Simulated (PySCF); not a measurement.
Dipole response of Kr (krypton, neutral)

[Kr], closed-shell 1S. All numbers are calculated (PySCF 2.14, the spin-free X2C one-electron Hamiltonian (Gaussian nucleus), in aug-cc-pVTZ-DK (7s6p4d2f, 59 functions)). Coupled (time-dependent) response in atomic units; α is the mean over directions.

```json
{"method": "UHF", "mean α (bohr³)": "16.21", "C₆ (like pair)": "124.5", "S(−4)": "48.65"}
{"method": "PBE", "mean α (bohr³)": "17.69", "C₆ (like pair)": "138.4", "S(−4)": "63.97"}
{"method": "PBE0", "mean α (bohr³)": "17.03", "C₆ (like pair)": "132.1", "S(−4)": "56.88"}
{"method": "M06-2X", "mean α (bohr³)": "16.98", "C₆ (like pair)": "129.7", "S(−4)": "57.51"}
{"method": "B97-3", "mean α (bohr³)": "17.15", "C₆ (like pair)": "133.1", "S(−4)": "58.05"}
```

S(−4) is the Cauchy moment in α(ω) = α(0) + S(−4) ω² + …

Reference α: 16.78 ± 0.02 bohr³ (recommended; Schwerdtfeger and Nagle, table of static dipole polarizabilities (2023 update)). Published C₆: 130.0 (Chu and Dalgarno (2004); Tang, Norbeck and Certain (1976)).

α(iu) at PBE0:

| u (hartree) | α(iu) (bohr³) |
| --- | --- |
| 0 | 17.03 |
| 0.0500 | 16.89 |
| 0.100 | 16.49 |
| 0.200 | 15.10 |
| 0.300 | 13.34 |
| 0.500 | 9.939 |
| 0.750 | 6.837 |
| 1.00 | 4.855 |
| 1.50 | 2.735 |
| 2.00 | 1.735 |
| 3.00 | 0.8775 |
| 5.00 | 0.3604 |
